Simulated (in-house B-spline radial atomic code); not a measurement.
Whole-atom quantities along the 48-electron series, configuration [Kr] 4d10 4f2. Computed with a B-spline radial code for spherical atoms: non-relativistic Hartree-Fock, average of the configuration, point nuclei.

This level leaves out relativity, spin-orbit splitting included, which matters for heavy ions.

```csv
ion,Z,E/Z² (Eh),Σ<r²> (bohr²),n(0)/Z³ (bohr⁻³),Lamb diamagnetic shielding (ppm),repulsion over attraction
Eu15+,63,-2.609,9.8105,0.71095,6762.43,0.13713
Gd16+,64,-2.622,9.2464,0.71144,6891.7,0.13559
Tb17+,65,-2.6347,8.7343,0.71192,7020.93,0.13407
Dy18+,66,-2.6471,8.2673,0.71238,7150.1,0.13257
Ho19+,67,-2.6592,7.8397,0.71284,7279.25,0.13109
Er20+,68,-2.671,7.4469,0.71328,7408.35,0.12963
Tm21+,69,-2.6826,7.0848,0.71372,7537.43,0.1282
Yb22+,70,-2.6939,6.7501,0.71414,7666.48,0.12678
Lu23+,71,-2.7049,6.4398,0.71456,7795.51,0.1254
Hf24+,72,-2.7157,6.1516,0.71496,7924.51,0.12403
Ta25+,73,-2.7263,5.8833,0.71536,8053.5,0.12269
W26+,74,-2.7366,5.6329,0.71575,8182.46,0.12137
Re27+,75,-2.7467,5.3989,0.71613,8311.41,0.12008
Os28+,76,-2.7566,5.1797,0.7165,8440.35,0.11881
Ir29+,77,-2.7663,4.9741,0.71687,8569.27,0.11756
```

(1) With what power of Z does the column «Σ<r²> (bohr²)» change over this range?

Results:

(1) A fit of the logarithm of its size against log Z from Z = 63 to 77 has slope -3.37. Unscreened non-relativistic hydrogenic orbitals would give -2.
